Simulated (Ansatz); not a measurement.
Ansatz (a quantum-chemistry and plane-wave program) input file for C3H6BFO2, SMILES C=C(OC)B(O)F, PBE-D3(BJ)/def2-SVP. 

Ansatz 0.2 input:
```yaml
crystal:
  periodic: [false, false, false]
  atoms:
    - {symbol: C, position_ang: [-1.64017157, -0.60595231, -0.00000000]}
    - {symbol: C, position_ang: [-0.33208270, -0.29320386, 0.00000000]}
    - {symbol: O, position_ang: [0.69832274, -1.17976284, 0.00000000]}
    - {symbol: C, position_ang: [0.38037526, -2.54889660, 0.00000000]}
    - {symbol: B, position_ang: [0.14821253, 1.20701725, -0.00000000]}
    - {symbol: O, position_ang: [-0.75740591, 2.21290767, 0.00000000]}
    - {symbol: F, position_ang: [1.45450305, 1.49777714, -0.00000000]}
    - {symbol: H, position_ang: [-2.36734932, 0.20819518, -0.00000000]}
    - {symbol: H, position_ang: [-2.02461901, -1.62873925, -0.00000000]}
    - {symbol: H, position_ang: [1.33092466, -3.09918728, -0.00000001]}
    - {symbol: H, position_ang: [-0.20218196, -2.82800057, -0.89731202]}
    - {symbol: H, position_ang: [-0.20218196, -2.82800057, 0.89731203]}
    - {symbol: H, position_ang: [-0.34224309, 3.08381005, -0.00000000]}
basis:
  gaussian:
    orbitals: def2-SVP
hamiltonian:
  xc: pbe
  dispersion: d3bj
relax: {f_tol: 0.002, max_steps: 200}
```

Program output:

```
WARN ansatz: RAYON_NUM_THREADS=1 ignored (pool sized by the plan → 1); use --threads N
Functional definition: PBE
integrals: 0.07 GiB planned
1410 factors; their error is unknown
mean field: 0.39 GiB planned
mean field evaluation 1: about -10666.6685 eV, gradient 7.4e1 eV
mean field evaluation 2: about -10648.9116 eV, gradient 1.2e2 eV
mean field evaluation 4: about -10678.1099 eV, gradient 8.8e0 eV
mean field evaluation 8: about -10678.2753 eV, gradient 1.4e-1 eV
mean field evaluation 16: about -10678.2051 eV, gradient 2.6e-3 eV
mean field -10678.20513027 eV, -392.4168005899 hartree, gradient 1.5e-5 eV, S^2 0.000000; 0 other end points of the search recorded, 0 dependent functions left out
the calculation of the forces begins
reference -10678.20516618 eV, -392.4168019098 hartree; 27, 27 occupied and 101, 101 virtual orbitals, 1410 factors
relax step   1: F+E_penalty+E_count = -10678.45614338 eV  Δ(F+E_penalty+E_count) = +0.000e0 eV  max|allowed force component| = 5.155e-1 eV/Å  Δτ_max = 0.0000 Å  (34 SCF iters, accepted)
these checks for a lower state are left out or cut short: starts, cluster_reference, orbital_swaps, neighbouring_geometries, increment
integrals: 0.07 GiB planned
1410 factors; their error is unknown
mean field: 0.39 GiB planned
mean field -10678.22228760 eV, -392.4174311104 hartree, gradient 1.5e-5 eV, S^2 0.000000; 0 other end points of the search recorded, 0 dependent functions left out
the calculation of the forces begins
reference -10678.22232362 eV, -392.4174324339 hartree; 27, 27 occupied and 101, 101 virtual orbitals, 1410 factors
relax step   2: F+E_penalty+E_count = -10678.47256247 eV  Δ(F+E_penalty+E_count) = -1.642e-2 eV  max|allowed force component| = 1.958e-1 eV/Å  Δτ_max = 0.0146 Å  (33 SCF iters, accepted)
these checks for a lower state are left out or cut short: starts, cluster_reference, orbital_swaps, neighbouring_geometries, increment
integrals: 0.07 GiB planned
1410 factors; their error is unknown
mean field: 0.40 GiB planned
mean field evaluation 32: about -10678.2940 eV, gradient 6.1e-4 eV
mean field -10678.22426653 eV, -392.4175038347 hartree, gradient 1.6e-5 eV, S^2 0.000000; 0 other end points of the search recorded, 0 dependent functions left out
the calculation of the forces begins
reference -10678.22430259 eV, -392.4175051599 hartree; 27, 27 occupied and 101, 101 virtual orbitals, 1410 factors
relax step   3: F+E_penalty+E_count = -10678.47431857 eV  Δ(F+E_penalty+E_count) = -1.756e-3 eV  max|allowed force component| = 3.991e-2 eV/Å  Δτ_max = 0.0051 Å  (34 SCF iters, accepted)
these checks for a lower state are left out or cut short: starts, cluster_reference, orbital_swaps, neighbouring_geometries, increment
integrals: 0.07 GiB planned
1410 factors; their error is unknown
mean field: 0.40 GiB planned
mean field -10678.22434609 eV, -392.4175067585 hartree, gradient 9.6e-6 eV, S^2 0.000000; 0 other end points of the search recorded, 0 dependent functions left out
the calculation of the forces begins
reference -10678.22438216 eV, -392.4175080838 hartree; 27, 27 occupied and 101, 101 virtual orbitals, 1410 factors
relax step   4: F+E_penalty+E_count = -10678.47440685 eV  Δ(F+E_penalty+E_count) = -8.828e-5 eV  max|allowed force component| = 1.936e-2 eV/Å  Δτ_max = 0.0023 Å  (25 SCF iters, accepted)
these checks for a lower state are left out or cut short: starts, cluster_reference, orbital_swaps, neighbouring_geometries, increment
integrals: 0.07 GiB planned
1410 factors; their error is unknown
mean field: 0.40 GiB planned
mean field -10678.22436889 eV, -392.4175075964 hartree, gradient 9.7e-6 eV, S^2 0.000000; 0 other end points of the search recorded, 0 dependent functions left out
the calculation of the forces begins
reference -10678.22440495 eV, -392.4175089216 hartree; 27, 27 occupied and 101, 101 virtual orbitals, 1410 factors
relax step   5: F+E_penalty+E_count = -10678.47446368 eV  Δ(F+E_penalty+E_count) = -5.684e-5 eV  max|allowed force component| = 1.152e-2 eV/Å  Δτ_max = 0.0061 Å  (27 SCF iters, accepted)
these checks for a lower state are left out or cut short: starts, cluster_reference, orbital_swaps, neighbouring_geometries, increment
integrals: 0.07 GiB planned
1410 factors; their error is unknown
mean field: 0.39 GiB planned
mean field -10678.22439580 eV, -392.4175085851 hartree, gradient 6.0e-5 eV, S^2 0.000000; 0 other end points of the search recorded, 0 dependent functions left out
the calculation of the forces begins
reference -10678.22443186 eV, -392.4175099104 hartree; 27, 27 occupied and 101, 101 virtual orbitals, 1410 factors
relax step   6: F+E_penalty+E_count = -10678.47446843 eV  Δ(F+E_penalty+E_count) = -4.753e-6 eV  max|allowed force component| = 3.315e-3 eV/Å  Δτ_max = 0.0005 Å  (21 SCF iters, accepted)
these checks for a lower state are left out or cut short: starts, cluster_reference, orbital_swaps, neighbouring_geometries, increment
integrals: 0.07 GiB planned
1410 factors; their error is unknown
mean field: 0.39 GiB planned
mean field -10678.22439032 eV, -392.4175083839 hartree, gradient 3.7e-5 eV, S^2 0.000000; 0 other end points of the search recorded, 0 dependent functions left out
the calculation of the forces begins
reference -10678.22442638 eV, -392.4175097091 hartree; 27, 27 occupied and 101, 101 virtual orbitals, 1410 factors
relax step   7: F+E_penalty+E_count = -10678.47446976 eV  Δ(F+E_penalty+E_count) = -1.325e-6 eV  max|allowed force component| = 8.333e-4 eV/Å  Δτ_max = 0.0005 Å  (21 SCF iters, accepted)
integrals: 0.07 GiB planned
1410 factors; their error is unknown
mean field: 0.39 GiB planned
mean field evaluation 64: about -10678.2244 eV, gradient 3.7e-5 eV
mean field -10678.22439032 eV, -392.4175083839 hartree, gradient 3.7e-5 eV, S^2 0.000000; 1 other end points of the search recorded, 0 dependent functions left out
the calculation of the forces begins
reference -10678.22442638 eV, -392.4175097091 hartree; 27, 27 occupied and 101, 101 virtual orbitals, 1410 factors
Total energy: -10678.47450582 eV, -392.4266999589 hartree
Atom 0 at    -1.652053    -0.609205    -0.000000 Å, force    -0.000055     0.000833     0.000000 eV/Å
Atom 1 at    -0.332041    -0.286452    -0.000000 Å, force     0.000291    -0.000358     0.000000 eV/Å
Atom 2 at     0.706007    -1.174678    -0.000000 Å, force     0.000226    -0.000294    -0.000000 eV/Å
Atom 3 at     0.384904    -2.550450     0.000000 Å, force    -0.000190     0.000018     0.000000 eV/Å
Atom 4 at     0.150352     1.210211     0.000000 Å, force     0.000220    -0.000472    -0.000000 eV/Å
Atom 5 at    -0.761328     2.220726     0.000000 Å, force    -0.000401     0.000650     0.000000 eV/Å
Atom 6 at     1.464241     1.502043     0.000000 Å, force    -0.000365    -0.000084    -0.000000 eV/Å
Atom 7 at    -2.387907     0.206192     0.000000 Å, force     0.000100    -0.000183    -0.000000 eV/Å
Atom 8 at    -2.034641    -1.640137    -0.000000 Å, force     0.000096    -0.000254     0.000000 eV/Å
Atom 9 at     1.342253    -3.104090    -0.000000 Å, force    -0.000155     0.000015    -0.000000 eV/Å
Atom 10 at    -0.204030    -2.835042    -0.902331 Å, force     0.000108    -0.000024    -0.000136 eV/Å
Atom 11 at    -0.204030    -2.835042     0.902331 Å, force     0.000108    -0.000024     0.000136 eV/Å
Atom 12 at    -0.327625     3.093885     0.000000 Å, force     0.000017     0.000179    -0.000000 eV/Å
Dipole moment:    -0.110587    -0.027504     0.000000 e Å
```

Self-consistency was reached.
